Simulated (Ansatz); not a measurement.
`C[S][Cd][NH2]` + HCl → `C[S][Cd][Cl]` + NH₃ at 400 K and 1 bar (ligand exchange at a Cd–N bond).

Isolated molecules relaxed with PBE0-D4/def2-TZVP in Ansatz; ΔE leaves out vibrations. CCSD(T)/CBS adds triple-zeta CCSD(T) − MP2 to the extrapolated MP2 energy (def2 sets, frozen cores). This one scheme is used for every species. Elements past krypton have def2 core potentials. For Cd outer-core shells are correlated without core-valence functions, which leaves a few kJ/mol of doubt a bond. One conformer a species, not always the lowest.

```tsv
species	CCSD(T)/CBS energy (Eh)	H − E (kJ/mol)	S (J/(mol·K))
`C[S][Cd][NH2]`	-661.27260	199.6	394.6
HCl	-460.38127	29.6	195.4
`C[S][Cd][Cl]`	-1065.19669	133.9	384.2
NH₃	-56.50880	104.2	203.1
```

H − E and S are ideal-gas, rigid-rotor, harmonic terms from PBE0-D4/def2-TZVP, for one conformer and one mirror image of each species. 1 Eh = 2625.50 kJ/mol, R = 8.31446 J/(mol·K).

By hand: ΔE, ΔH, ΔS and ΔG.

ΔE = (-1065.19669) + (-56.50880) − (-661.27260) − (-460.38127) = -0.05162 Eh = -135.5 kJ/mol. Δ(H − E) = 133.9 + 104.2 − 199.6 − 29.6 = 8.9, so ΔH = -126.6 kJ/mol. ΔS = 384.2 + 203.1 − 394.6 − 195.4 = -2.7 J/(mol·K). ΔG = -126.6 − 400 × (-2.7)/1000 = -125.5 kJ/mol.

By hand: the equilibrium constant, and the temperature at which ΔG would vanish if ΔH and ΔS stayed fixed.

log₁₀ K = −ΔG/(RT ln 10) = 16.4. ΔG = 0 at ΔH/ΔS = 46889 K, far beyond where these terms or the molecules hold.

The number of gas molecules stays the same, so ΔS is small and ΔH decides. A doubt of 5 kJ/mol in ΔE shifts log₁₀ K by 0.7 here. Other conformers and mirror images would add mixing entropy, several J/(mol·K) or more a flexible species. These are equilibria of isolated gas molecules and say nothing of rates. Largest T1 diagnostic: 0.014 (customary marks: 0.02 for closed shells, 0.045 for open ones).
